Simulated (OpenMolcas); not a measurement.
# OpenMolcas run: Nb+

Input:

```
&GATEWAY
Coord
1

Nb 0.0 0.0 0.0
Basis=ANO-RCC-VDZ
Group=XYZ
NoMove
AngMom=0.0 0.0 0.0
AMFI
&SEWARD
* reference wave functions (RASSCF and RASSI steps not shown): 4 electrons in 5 orbitals (4d)
>>> COPY JOB001 $Project.JobIph
&CASPT2
Multistate=5 1 2 3 4 5
Frozen=8 6
IPEA=0.25
Imaginary=0.1
MaxIter=60
WThr=0.0 0.3 0.05
PrWF=0.5
NoMix
>>> COPY JOB002 $Project.JobIph
&CASPT2
Multistate=35 1 2 3 4 5 6 7 8 9 10 11 12 13 14 15 16 17 18 19 20 21 22
23 24 25 26 27 28 29 30 31 32 33 34 35
Frozen=8 6
IPEA=0.25
Imaginary=0.1
MaxIter=60
WThr=0.0 0.3 0.05
PrWF=0.5
NoMix
>>> COPY JOB003 $Project.JobIph
&CASPT2
Multistate=35 1 2 3 4 5 6 7 8 9 10 11 12 13 14 15 16 17 18 19 20 21 22
23 24 25 26 27 28 29 30 31 32 33 34 35
Frozen=8 6
IPEA=0.25
Imaginary=0.1
MaxIter=60
WThr=0.0 0.3 0.05
PrWF=0.5
NoMix
```

Launched by
```bash
OMP_NUM_THREADS=1 MOLCAS_MEM=2252 MOLCAS_PROJECT=a pymolcas a.inp > a.log  # once for each step of the input, in one work folder
```

Output, cut to the results:

```
--- CASPT2 ---
Orbital specifications:
      -----------------------

      Symmetry species                           1   2
                                                ag  au
      Frozen orbitals                            8   6
      Inactive orbitals                          1   3
      Active orbitals                            5   0
      Secondary orbitals                         7   6
      Deleted orbitals                           0   0
      Number of basis functions                 21  15
Type of calculation                        MS-CASPT2
      Fock operator                              state-specific
      IPEA shift                                 0.25
      Real shift                                 0.00
      Imaginary shift                            0.10
      The input orbitals will be transformed to quasi-canonical
Reference energy:       -3816.5774663537
      E2 (Non-variational):      -0.1052863514
      Shift correction:          -0.0001328433
      E2 (Variational):          -0.1054191946
      Total energy:           -3816.6828855483
      Residual norm:              0.0000004689
      Reference weight:           0.96861
      Contributions to the CASPT2 correlation energy
      Active & Virtual Only:         -0.0116728829
      One Inactive Excited:          -0.0259230358
      Two Inactive Excited:          -0.0676904326
Reference energy:       -3816.5774663537
      E2 (Non-variational):      -0.1052906649
      Shift correction:          -0.0001328724
      E2 (Variational):          -0.1054235373
      Total energy:           -3816.6828898910
      Residual norm:              0.0000004949
      Reference weight:           0.96861
      Contributions to the CASPT2 correlation energy
      Active & Virtual Only:         -0.0116729114
      One Inactive Excited:          -0.0259273485
      Two Inactive Excited:          -0.0676904050
::    CASPT2 Root  1     Total energy:  -3816.68288555
::    CASPT2 Root  2     Total energy:  -3816.68288989
::    CASPT2 Root  3     Total energy:  -3816.68288857
::    CASPT2 Root  4     Total energy:  -3816.68286713
::    CASPT2 Root  5     Total energy:  -3816.68288893
::    MS-CASPT2 Root  1     Total energy:  -3816.68289449
::    MS-CASPT2 Root  2     Total energy:  -3816.68289200
::    MS-CASPT2 Root  3     Total energy:  -3816.68288638
::    MS-CASPT2 Root  4     Total energy:  -3816.68288149
::    MS-CASPT2 Root  5     Total energy:  -3816.68286570
--- CASPT2 ---
Orbital specifications:
      -----------------------

      Symmetry species                           1   2
                                                ag  au
      Frozen orbitals                            8   6
      Inactive orbitals                          1   3
      Active orbitals                            5   0
      Secondary orbitals                         7   6
      Deleted orbitals                           0   0
      Number of basis functions                 21  15
Type of calculation                        MS-CASPT2
      Fock operator                              state-specific
      IPEA shift                                 0.25
      Real shift                                 0.00
      Imaginary shift                            0.10
      The input orbitals will be transformed to quasi-canonical
Reference energy:       -3816.5211550221
      E2 (Non-variational):      -0.1042988054
      Shift correction:          -0.0001779777
      E2 (Variational):          -0.1044767831
      Total energy:           -3816.6256318051
      Residual norm:              0.0000003004
      Reference weight:           0.96694
      Contributions to the CASPT2 correlation energy
      Active & Virtual Only:         -0.0145082946
      One Inactive Excited:          -0.0238890941
      Two Inactive Excited:          -0.0659014166
Reference energy:       -3816.5211550221
      E2 (Non-variational):      -0.1045282332
      Shift correction:          -0.0002166128
      E2 (Variational):          -0.1047448460
      Total energy:           -3816.6258998681
      Residual norm:              0.0000003663
      Reference weight:           0.96633
      Contributions to the CASPT2 correlation energy
      Active & Virtual Only:         -0.0146725510
      One Inactive Excited:          -0.0239201989
      Two Inactive Excited:          -0.0659354834
::    CASPT2 Root  1     Total energy:  -3816.62563181
::    CASPT2 Root  2     Total energy:  -3816.62589987
::    CASPT2 Root  3     Total energy:  -3816.62564360
::    CASPT2 Root  4     Total energy:  -3816.62589837
::    CASPT2 Root  5     Total energy:  -3816.62575957
::    CASPT2 Root  6     Total energy:  -3816.62561811
::    CASPT2 Root  7     Total energy:  -3816.62560721
::    CASPT2 Root  8     Total energy:  -3816.62559231
::    CASPT2 Root  9     Total energy:  -3816.62559609
::    CASPT2 Root 10     Total energy:  -3816.62586998
::    CASPT2 Root 11     Total energy:  -3816.62605963
::    CASPT2 Root 12     Total energy:  -3816.64213383
::    CASPT2 Root 13     Total energy:  -3816.64206764
::    CASPT2 Root 14     Total energy:  -3816.64221618
::    CASPT2 Root 15     Total energy:  -3816.62953941
::    CASPT2 Root 16     Total energy:  -3816.62931402
::    CASPT2 Root 17     Total energy:  -3816.63008630
::    CASPT2 Root 18     Total energy:  -3816.62996750
::    CASPT2 Root 19     Total energy:  -3816.62971268
::    CASPT2 Root 20     Total energy:  -3816.62987226
::    CASPT2 Root 21     Total energy:  -3816.62997705
::    CASPT2 Root 22     Total energy:  -3816.61720130
::    CASPT2 Root 23     Total energy:  -3816.61727102
::    CASPT2 Root 24     Total energy:  -3816.61721102
::    CASPT2 Root 25     Total energy:  -3816.61769999
::    CASPT2 Root 26     Total energy:  -3816.61745776
::    CASPT2 Root 27     Total energy:  -3816.61767723
::    CASPT2 Root 28     Total energy:  -3816.61728932
::    CASPT2 Root 29     Total energy:  -3816.61713896
...
```

Levels above the lowest, from the spin-orbit matrix with the single-state CASPT2 energies, averaged by term, on its diagonal:

| Configuration | Term | J | E (cm-1) | Measured (cm-1) | g | Term weight % | Second |
| --- | --- | --- | --- | --- | --- | --- | --- |
| 4d4 | 5D | 0 | 0.0 | 0.0 |  | 98 |  |
| 4d4 | 5D | 1 | 156 | 159 | 1.501 | 99 |  |
| 4d4 | 5D | 2 | 438 | 438 | 1.501 | 100 |  |
| 4d4 | 5D | 3 | 812 | 801 | 1.500 | 100 |  |
| 4d4 | 5D | 4 | 1256 | 1225 | 1.500 | 99 |  |
| 4d4 | 3P | 0 | 8390 | 5562 |  | 97 |  |
| 4d4 | 3P | 1 | 9180 | 6192 | 1.499 | 99 |  |
| 4d4 | 3P | 2 | 10460 | 7261 | 1.498 | 99 |  |
| 4d4 | 3F | 2 | 12230 |  | 0.671 | 99 |  |
| 4d4 | 3F | 3 | 12370 |  | 1.070 | 95 | 4 3G |
| 4d4 | 3F | 4 | 12400 |  | 1.176 | 78 | 13 3H |
| 4d4 | 3H | 4 | 13000 |  | 0.876 | 82 | 16 3F |
| 4d4 | 3H | 5 | 13210 |  | 1.043 | 94 | 6 3G |
| 4d4 | 3H | 6 | 13570 |  | 1.166 | 99 |  |
| 4d4 | 3G | 3 | 14970 |  | 0.764 | 96 | 4 3F |
| 4d4 | 3G | 4 | 15300 |  | 1.048 | 92 | 3 1G |
| 4d4 | 3G | 5 | 15640 |  | 1.191 | 94 | 6 3H |
| 4d4 | 3D | 2 | 17550 |  | 1.146 | 87 | 12 1D |
| 4d4 | 3D | 3 | 17590 |  | 1.333 | 99 |  |
| 4d4 | 3D | 1 | 17820 |  | 0.501 | 100 |  |
| 4d4 | 1G | 4 | 18060 |  | 1.002 | 93 | 3 3H |
| 4d4 | 1S | 0 | 18260 |  |  | 98 |  |
| 4d4 | 1D | 2 | 19350 |  | 1.020 | 87 | 12 3D |
| 4d4 | 1I | 6 | 19780 |  | 1.001 | 99 |  |

Against the 7 measured excited levels shown (NIST Handbook of Basic Atomic Spectroscopic Data) the mean absolute deviation is 1300 cm-1; the largest miss in energy is 4d4 3P2: computed 10460, measured 7261 cm-1 (+44.0 %).

CASPT2 does not keep the components of a term degenerate, so their means are used; among the terms shown or strongly mixed into the levels shown the widest spread is 220 cm-1 (4d4 1G). Some high roots are left out of the spin-orbit mixing, which shifts the levels that they would mix with. Configurations with an s electron lie low at this charge and mix in, so terms can be misplaced. The CASPT2 spread within a term exceeds the gap to the next term for 4d4 3D and 4d4 1G, so the order of their levels is uncertain. Some terms miss by over 15 % even with CASPT2, which points to a basis or an active space too small for the shells correlated. Computed and measured levels are paired by configuration, term and J; levels that our copy of the source lacks, or whose pairing is in doubt (as where it misses far off the trend of its configuration), stay unpaired and out of the deviations. Only configurations of the active space appear. The first state left out of the spin-orbit step lies near 33000 cm-1 above the lowest spin-free state of the reference (among the parities and spins computed), and the list stops at four fifths of that energy or lower. The table shows the lowest 24 of 25 levels.

The CASPT2 steps took 12 s on 1 thread of Intel(R) Xeon(R) Platinum 8259CL CPU @ 2.50GHz (Skylake/Cascade Lake) (shared host); the integral step is not counted.

The term weight is that of the spin-free term in the level, not the purity of its configuration.
